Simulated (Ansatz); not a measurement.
Basis-set series for C$_{3}$HN$_{3}$O$_{3}$Si, SMILES `O=C=N[SiH](N=C=O)N=C=O`. The species carries charge 0 and has multiplicity 1. The geometry is a stationary point of PBE0-D4/def2-TZVP. It is one conformer, not always the lowest.

```tsv
functional	basis	functions	energy (Eh)	HOMO (eV)	LUMO (eV)
PBE0-D4	def2-TZVPP	335	-794.04257	-8.98	-0.29
PBE0-D4	def2-QZVPP	613	-794.07839	-9.01	-0.37
ωB97M-V	def2-TZVPP	335	-794.57015	-11.17	1.68
ωB97M-V	def2-QZVPP	613	-794.60270	-11.20	1.24
```

Give the rows for def2-SVP. (Estimate.)

Computed: 
```json
{"functional": "PBE0-D4", "basis": "def2-SVP", "functions": "149", "energy (Eh)": "-793.35427", "HOMO (eV)": "-8.85", "LUMO (eV)": "0.00"}
{"functional": "ωB97M-V", "basis": "def2-SVP", "functions": "149", "energy (Eh)": "-793.86755", "HOMO (eV)": "-11.01", "LUMO (eV)": "2.17"}
```

Positive LUMOs are unbound and depend on the basis.
